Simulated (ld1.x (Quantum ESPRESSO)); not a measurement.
Reading a pseudo-wave (Zn (Z = 30))

Columns: radius, all-electron u(r) and pseudo u(r) of the 3s shell (level -133.85 eV) of zinc in the configuration [Ne] 3s2 3p6 3d10 4s1.5 4p0; PBE, scalar-relativistic, RRKJ scheme, ld1.x (Quantum ESPRESSO) 7.5.

| r (bohr) | all-electron | pseudo |
| --- | --- | --- |
| 0.047 | 0.2508 | 0.0143 |
| 0.095 | -0.3947 | 0.0446 |
| 0.142 | -0.7106 | 0.1032 |
| 0.190 | -0.6375 | 0.2026 |
| 0.237 | -0.3314 | 0.3420 |
| 0.285 | 0.0703 | 0.5218 |
| 0.332 | 0.4551 | 0.7204 |
| 0.380 | 0.7882 | 0.9246 |
| 0.427 | 1.0369 | 1.1028 |
| 0.475 | 1.2100 | 1.2425 |
| 0.522 | 1.3092 | 1.3275 |
| 0.570 | 1.3512 | 1.3612 |
| 0.617 | 1.3471 | 1.3511 |
| 0.665 | 1.3093 | 1.3098 |
| 0.712 | 1.2494 | 1.2494 |
| 0.760 | 1.1732 | 1.1732 |
| 0.807 | 1.0901 | 1.0901 |
| 0.855 | 1.0017 | 1.0017 |
| 0.902 | 0.9149 | 0.9149 |
| 0.950 | 0.8285 | 0.8285 |
| 0.997 | 0.7479 | 0.7479 |
| 1.045 | 0.6705 | 0.6705 |
| 1.092 | 0.6002 | 0.6002 |
| 1.140 | 0.5342 | 0.5342 |
| 1.187 | 0.4752 | 0.4752 |
| 1.235 | 0.4206 | 0.4206 |

(1) How many radial nodes do the two functions have?

(2) At about which radius was the pseudo-wave matched?

(3) Is the pseudo-wave norm-conserving?

Answers

(1) The all-electron 3s function has n − l − 1 = 2; the pseudo-wave has 0, since the states of the same l below it are removed with the core.

(2) 0.70 bohr, where the columns begin to agree (steps of 0.05 bohr).

(3) Yes: the RRKJ scheme keeps the norm inside the radius equal to the all-electron one, which fixes the energy derivative of the logarithmic derivative at the level.
